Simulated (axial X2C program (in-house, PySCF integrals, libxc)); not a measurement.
**Spin–orbit effects along a row: molecules with Li (ions), HF**

Computed with an in-house relativistic program for diatomic molecules, spin-free (one-electron X2C) or two-component (2c: spin–orbit coupling with atomic mean-field Coulomb and Gaunt terms, which also bring small scalar terms), in Dyall basis sets with cores contracted in-house; open shells are unrestricted.

Basis sets: B dyall-v3z, Be dyall-cv3z, C dyall-v3z, F dyall-av3z, Li dyall-cv3z, N dyall-av3z, O dyall-av3z.

```csv
molecule,spin-free state,Re (Å),ωe (cm⁻¹),De (eV),2c state,Re 2c (Å),ωe 2c (cm⁻¹),De 2c (eV)
LiBe⁺,"M_S = 0, Λ = 0",2.648,316.8,0.63,Ω = 0,2.648,316.8,0.63
LiB⁺,"M_S = 1/2, Λ = 0",2.460,353.5,0.86,Ω = 1/2,2.460,353.5,0.86
LiC⁺,"M_S = 1, Λ = 1",2.287,336.1,0.40,Ω = 2,2.287,336.1,0.40
LiN⁺,"M_S = 3/2, Λ = 0",2.225,268.2,0.22,Ω = 3/2,2.225,268.1,0.22
LiO⁺,"M_S = 1, Λ = 0",2.070,363.7,0.49,Ω = 1,2.071,363.6,0.49
LiF⁺,"M_S = 1/2, Λ = 1",2.025,299.7,0.15,Ω = 3/2,2.025,299.7,0.16
```

Fragments in 2c: Be + Li+, B + Li+, C + Li+, N + Li+, O + Li+, F + Li+. Each entry is the lowest single determinant of a limited PBE0 search at one distance. De goes to single-determinant-based atoms at the same level (for ions the charge split of lowest energy) and is withheld (n/a) where an atom does not fit its ground term or J level. Main or longest-lived isotopes. One determinant is a doubtful description, or other states lie close, for LiC⁺, LiN⁺, LiO⁺, LiF⁺; these need not be ground states, and all values refer to the states named. Some open-shell Ω = 0 determinants are out of reach, so the Ω given for LiC⁺, LiO⁺ need not be the lowest component. With several unpaired electrons the Ω given is that of one determinant, not necessarily of the lowest component. Some light 2c atoms are not at their ground J level, so De misses part of their lowering (0.04 eV or less). Where the atoms have a lower orbital projection than the molecule, De at mean-field level may be about a tenth of an eV too small.
